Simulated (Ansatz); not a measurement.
Abstraction of H: SiHCl3 + SbH2 → SiCl3 + SbH3

Species: SiHCl3 (trichlorosilane) `Cl[SiH](Cl)Cl`, singlet; SbH2 `[SbH2]`, doublet; SiCl3 `Cl[Si](Cl)Cl`, doublet; SbH3 (stibine) `[SbH3]`, singlet. A radical takes H: the energy is the difference in strength between the Si–H bond broken and the Sb–H bond made.

Shapes, held fixed at every level: PBE0-D4/def2-TZVP. Programs: Ansatz 0.2.0. The zero-point and thermal change to 298 K, harmonic and unscaled (PBE0-D4/def2-TZVP), is -1.8 kJ/mol.

| level | kind | ΔH(298 K) (kJ/mol) | less CCSD(T)/def2-TZVPP |
| --- | --- | --- | --- |
| PBE-D4/def2-TZVPP | GGA | +82.3 | -25.6 |
| r2SCAN-D4/def2-TZVPP | meta-GGA | +92.9 | -15.0 |
| B3LYP-D4/def2-TZVPP | global hybrid | +95.5 | -12.4 |
| PBE0-D4/def2-TZVPP | global hybrid | +95.0 | -12.9 |
| B2PLYP/def2-TZVPP | double hybrid | +103.3 | -4.6 |
| MP2/def2-SVP | perturbation theory | +118.1 | +10.2 |
| MP2/def2-TZVPP | perturbation theory | +111.1 | +3.2 |
| CCSD(T)/def2-TZVPP | coupled cluster or CI | +107.9 | 0.0 |

The highest level, CCSD(T)/def2-TZVPP, gives ΔH(298 K) = +107.9 kJ/mol; the levels span +82.3 to +118.1. The column of differences is taken from that level and isn't an error. No measured value is set beside it here. Open shells run unrestricted unless RO is named. For atoms past krypton def2 sets carry core potentials with scalar relativity. Correlated rows may include outer-core shells of Sb, which these sets cover unevenly.
